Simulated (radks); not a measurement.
Valence configurations of Ir+ (all share [Xe]). Calculated with a radial shooting solver on a logarithmic mesh with Libxc functionals: scalar-relativistic Kohn-Sham, r2SCAN, spin-polarised, spherical densities, finite nucleus; open shells are filled with parallel spins first (spin-orbit coupling, left out, can overturn this in heavy ions); meta-GGA in the generalised Kohn-Sham scheme; Fermi nuclear charge, rms radius 5.4032 fm. Energies are relative to 4f14 5d7 6s1; eigenvalues in eV for spin up.

| valence | E (eV) | moment (Bohr magnetons) | e(4f) | e(5d) | e(6p) | e(6s) |
|---|---|---|---|---|---|---|
| 4f14 5d7 6s1 | 0.000 | 4 | -71.253 | -16.664 | - | -14.698 |
| 4f14 5d8 | 0.578 | 2 | -68.081 | -14.008 | - | - |
| 4f13 5d7 6s2 | 64.585 | 4 | -86.477 | -20.472 | - | -15.617 |
| 4f14 5d7.5 6s0.5 | 0.395 | 3 | -69.650 | -15.339 | - | -13.649 |
| 4f14 5d6.5 6s1 6p0.5 | 3.226 | 5 | -73.718 | -18.698 | -8.470 | -16.021 |
| 4f14 5d7 6p1 | 7.100 | 4 | -72.902 | -18.063 | -8.387 | - |
| 4f13 5d6.5 6s2 6p0.5 | 69.645 | 5 | -89.190 | -22.696 | -8.941 | -17.002 |
| 4f13 5d8.5 6s0.5 | 60.824 | 3 | -81.025 | -16.288 | - | -13.608 |
| 4f14 5d6 6s1 6p1 | 6.628 | 6 | -76.194 | -20.712 | -9.401 | -17.248 |
| 4f13.5 5d7 6s1.5 | 30.933 | 4 | -78.764 | -18.524 | - | -15.174 |

NIST lists [Xe] 4f14 5d7 6s1 as the ground configuration; this level of theory agrees among the configurations tried. The energies are those of spherical high-spin densities, not of single terms.
